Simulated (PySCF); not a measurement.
FK, singlet, at a GFN2-xTB geometry (such geometries of metal compounds can be far from the true shape); DF-PBE0/STO-3G in PySCF.

PySCF was given this input:
```python
from pyscf import gto, scf, dft

mol = gto.Mole()
mol.atom = '''
    K    -0.000000   -0.000000   -0.649928
    F     0.000000    0.000000    1.372071
'''
mol.basis = 'sto-3g'
mol.charge = 0
mol.spin = 0
mol.verbose = 4
mol.build()

mf = dft.RKS(mol)
mf.xc = 'pbe0'
mf = mf.density_fit(auxbasis='def2-universal-jkfit')
mf.kernel()
```

### Question
Write the output that PySCF gives for this input, abridged.

### Answer

```
PySCF version 2.14.0

[INPUT] verbose = 4
[INPUT] num. atoms = 2
[INPUT] num. electrons = 28
[INPUT] charge = 0
[INPUT] spin (= nelec alpha-beta = 2S) = 0
[INPUT] symmetry False subgroup None
[INPUT] Mole.unit = angstrom
[INPUT] Symbol           X                Y                Z      unit          X                Y                Z       unit  Magmom
[INPUT]  1 K      0.000000000000   0.000000000000  -0.649928000000 AA    0.000000000000   0.000000000000  -1.228185920686 Bohr   0.0
[INPUT]  2 F      0.000000000000   0.000000000000   1.372071000000 AA    0.000000000000   0.000000000000   2.592838413458 Bohr   0.0

nuclear repulsion = 44.7523975369523
number of shells = 10
number of NR pGTOs = 54
number of NR cGTOs = 18
basis = sto-3g
ecp = {}

******** <class 'pyscf.df.df_jk.DFRKS'> ********
method = DFRKS
initial guess = minao
damping factor = 0
level_shift factor = 0
DIIS = <class 'pyscf.scf.diis.CDIIS'>
diis_start_cycle = 1
diis_space = 8
diis_damp = 0
SCF conv_tol = 1e-09
SCF conv_tol_grad = None
SCF max_cycles = 50
direct_scf = False
XC library pyscf.dft.libxc version 7.1.2
    S. Lehtola, C. Steigemann, M. J. T. Oliveira, and M. A. L. Marques,  SoftwareX 7, 1–5 (2018)
XC functionals = pbe0
    C. Adamo and V. Barone,  J. Chem. Phys. 110, 6158 (1999)
    M. Ernzerhof and G. E. Scuseria,  J. Chem. Phys. 110, 5029 (1999)
radial grids:
    Treutler-Ahlrichs [JCP 102, 346 (1995); DOI:10.1063/1.469408] (M4) radial grids

becke partition: Becke, JCP 88, 2547 (1988); DOI:10.1063/1.454033
pruning grids: <function nwchem_prune>
grids dens level: 3
symmetrized grids: False
atomic radii adjust function: <function treutler_atomic_radii_adjust>
small_rho_cutoff = 0
Set gradient conv threshold to 3.16228e-05
Initial guess from minao.
tot grids = 34304
******** <class 'pyscf.df.df.DF'> ********
auxbasis = def2-universal-jkfit
init E= -691.375985769804
  HOMO = -0.474286806080697  LUMO = -0.0495247452453148  gap/eV = 11.55836
cycle= 1 E= -691.693778339279  delta_E= -0.318  |g|= 0.346  |ddm|= 1.45
  HOMO = 0.187800324455331  LUMO = 0.270119382731329  gap/eV = 2.24002
cycle= 2 E= -683.146025888309  delta_E= 8.55  |g|= 4.15  |ddm|= 6.24
  HOMO = 0.0930953221270517  LUMO = 0.124474897295004  gap/eV = 0.85388
cycle= 3 E= -690.750548844114  delta_E= -7.6  |g|= 1.85  |ddm|= 4.07
  HOMO = 0.0948860089457184  LUMO = 0.131483832480293  gap/eV = 0.99588
cycle= 4 E= -690.537702478013  delta_E= 0.213  |g|= 2.01  |ddm|= 0.253
  HOMO = -0.0387682449575115  LUMO = 0.0882081394456176  gap/eV = 3.45520
cycle= 5 E= -691.848727930606  delta_E= -1.31  |g|= 0.125  |ddm|= 3.11
  HOMO = -0.0473389808840703  LUMO = 0.0798574639632932  gap/eV = 3.46119
cycle= 6 E= -691.853903797929  delta_E= -0.00518  |g|= 0.11  |ddm|= 0.623
  HOMO = -0.0545948439957245  LUMO = 0.0803019890936644  gap/eV = 3.67073
cycle= 7 E= -691.859652267462  delta_E= -0.00575  |g|= 0.0138  |ddm|= 0.203
  HOMO = -0.0577285800386668  LUMO = 0.0800534901830342  gap/eV = 3.74924
cycle= 8 E= -691.859749361256  delta_E= -9.71e-05  |g|= 0.00184  |ddm|= 0.025
  HOMO = -0.0585098458280499  LUMO = 0.0800427026073457  gap/eV = 3.77021
cycle= 9 E= -691.859751153075  delta_E= -1.79e-06  |g|= 0.000321  |ddm|= 0.00468
  HOMO = -0.0584734877899864  LUMO = 0.0800353283441015  gap/eV = 3.76902
cycle= 10 E= -691.859751209065  delta_E= -5.6e-08  |g|= 4.39e-05  |ddm|= 0.000704
  HOMO = -0.0584692316912676  LUMO = 0.0800349648073293  gap/eV = 3.76889
cycle= 11 E= -691.859751210245  delta_E= -1.18e-09  |g|= 8.31e-06  |ddm|= 0.00016
  HOMO = -0.0584713005719804  LUMO = 0.0800348076662838  gap/eV = 3.76894
cycle= 12 E= -691.859751210281  delta_E= -3.59e-11  |g|= 1.87e-07  |ddm|= 1.78e-05
  HOMO = -0.0584714829073139  LUMO = 0.0800347896231346  gap/eV = 3.76895
Extra cycle  E= -691.859751210282  delta_E= -1.36e-12  |g|= 5.49e-07  |ddm|= 1.58e-06
converged SCF energy = -691.859751210282
```
